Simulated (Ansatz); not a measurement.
Geometry optimisation, Ansatz, RKS PBE-D4/6-31G*.

Input file:

```yaml
crystal:
  periodic: [false, false, false]
  atoms:
    - { symbol: B, position_ang: [0.044334, -0.586043, -0.271946] }
    - { symbol: C, position_ang: [-0.137325, 0.061623, 2.459448] }
    - { symbol: H, position_ang: [-0.808112, 0.186771, 3.323977] }
    - { symbol: H, position_ang: [0.886593, -0.137319, 2.812869] }
    - { symbol: H, position_ang: [-0.131453, 0.989483, 1.870074] }
    - { symbol: F, position_ang: [1.274994, -0.07437, -0.108657] }
    - { symbol: H, position_ang: [-0.858599, 0.105435, -0.665426] }
    - { symbol: "N", position_ang: [-0.174948, -2.026189, -0.042379] }
    - { symbol: H, position_ang: [-1.084199, -2.459551, -0.153165] }
    - { symbol: H, position_ang: [0.569878, -2.632898, 0.290936] }
    - { symbol: H, position_ang: [-0.471763, -0.792343, 1.841468] }
basis:
  gaussian: { orbitals: "6-31G*" }
hamiltonian:
  xc: pbe
  dispersion: d4
relax:
  f_tol: 0.03
  max_steps: 50
```

Launched with:

```bash
$ ansatz run input.yaml --threads 1 --pin off --max-ram 2048MiB --backend cpu --events-out ev --progress --plain --runs-dir out
```

Problem. Where does it end, and by what steps?

Solution. The run converged. The force dipped under the threshold on the way, but the program's further checks kept it going. After 37 steps the energy has fallen by 0.307 eV; H7 moved furthest, 1.63 Å.

```tsv
step	energy less start (eV)	largest force component (eV/Å)	accepted
0	0.0000	2.289	yes
2	-0.2495	0.316	yes
4	-0.2672	0.063	yes
6	-0.2708	0.112	yes
8	-0.2719	0.070	yes
10	-0.2742	0.046	yes
12	-0.2748	0.139	yes
14	-0.2776	0.008	yes
16	-0.2742	0.285	no
18	-0.2812	0.084	yes
20	-0.2833	0.058	yes
22	-0.2865	0.159	yes
24	-0.2914	0.038	yes
26	-0.2966	0.135	yes
28	-0.2999	0.050	yes
30	-0.3016	0.059	yes
32	-0.3023	0.187	no
34	-0.3038	0.130	yes
36	-0.3056	0.078	yes
37	-0.3068	0.017	yes
```

```xyz
11
Properties=species:S:1:pos:R:3
B -0.099 -0.667 -0.972
C -0.018 -0.009 2.987
H -0.344 0.808 3.649
H 0.828 -0.536 3.455
H 0.287 0.404 2.015
F 0.466 0.431 -0.415
H -0.522 -0.596 -2.099
N -0.182 -1.855 -0.231
H -0.600 -2.702 -0.603
H 0.150 -1.933 0.729
H -0.857 -0.709 2.843
```

Run time: 99 s on 1 thread of Arm Neoverse V1, with other jobs on the host, peak memory 0.15 GiB.
